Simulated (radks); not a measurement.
Eu5+, configuration [Kr] 4d10 4f5 5s2 5p5 (the NIST ground configuration).

All-electron calculation, Dirac Kohn-Sham, PBE, spin-unpolarised, spherical densities, point nucleus; open shells fill j = l - 1/2 first. Program: a radial shooting solver on a logarithmic mesh with Libxc functionals.

Energy parts (eV):
total: -295148.49
kinetic: 321005.97
electron-nucleus: -720412.81
Hartree: 110810.86
exchange-correlation: -6552.51

Orbitals (lengths in bohr, moments of r in powers of bohr; <r^-3> diverges for s and p1/2):
\begin{tabular}{lrrrrrr}
orbital & occ. & eigenvalue (eV) & <1/r> & <r^2> & <r^-3> & small-component weight \\ \hline
1s1/2 & 2 & -48390.43 & 70.25 & 0.0006791 & - & 5.50e-02 \\
2s1/2 & 2 & -8000.474 & 16.72 & 0.01062 & - & 1.21e-02 \\
2p1/2 & 2 & -7592.826 & 16.70 & 0.007725 & - & 1.22e-02 \\
2p3/2 & 4 & -6944.854 & 14.82 & 0.008964 & 9385 & 1.13e-02 \\
3s1/2 & 2 & -1816.013 & 6.087 & 0.07107 & - & 3.82e-03 \\
3p1/2 & 2 & -1640.121 & 6.001 & 0.06633 & - & 3.76e-03 \\
3p3/2 & 4 & -1508.061 & 5.527 & 0.07347 & 1974 & 3.52e-03 \\
3d3/2 & 4 & -1203.922 & 5.402 & 0.05888 & 330.4 & 3.39e-03 \\
3d5/2 & 6 & -1175.203 & 5.284 & 0.06088 & 294.9 & 3.33e-03 \\
4s1/2 & 2 & -416.0266 & 2.548 & 0.3593 & - & 1.21e-03 \\
4p1/2 & 2 & -347.9623 & 2.443 & 0.3784 & - & 1.14e-03 \\
4p3/2 & 4 & -318.5235 & 2.283 & 0.4166 & 441.5 & 1.06e-03 \\
4d3/2 & 4 & -206.3427 & 2.071 & 0.4765 & 62.91 & 8.99e-04 \\
4d5/2 & 6 & -201.0024 & 2.031 & 0.4912 & 55.46 & 8.76e-04 \\
4f5/2 & 5 & -68.9311 & 1.568 & 0.8087 & 8.334 & 5.51e-04 \\
4f7/2 & 0 & -68.1814 & 1.554 & 0.8234 & 8.082 & 5.44e-04 \\
5s1/2 & 2 & -103.8772 & 1.029 & 1.891 & - & 2.91e-04 \\
5p1/2 & 2 & -83.6965 & 0.9340 & 2.253 & - & 2.46e-04 \\
5p3/2 & 3 & -78.7780 & 0.8829 & 2.471 & 73.84 & 2.27e-04 \\
\end{tabular}

The highest occupied level is 4f5/2 at -68.931 eV. For comparison, the ionisation energy in NIST's Atomic Spectra Database is 89 eV (theoretical). In exact Kohn-Sham theory the highest level is minus the ionisation energy, but local and semilocal functionals leave it too shallow, through self-interaction and a potential that decays too fast; potentials with the right tail come closer. The density falls to 0.001 e/bohr^3 at r = 3.00 bohr. Summed over all electrons, <r^2> = 28.98 bohr^2, which gives a Langevin (diamagnetic) susceptibility term of -23 x 10^-6 cm^3/mol.

Beside tabulated values, note that spin-unpolarised runs miss the spin-polarisation part of the exchange energy of open shells.
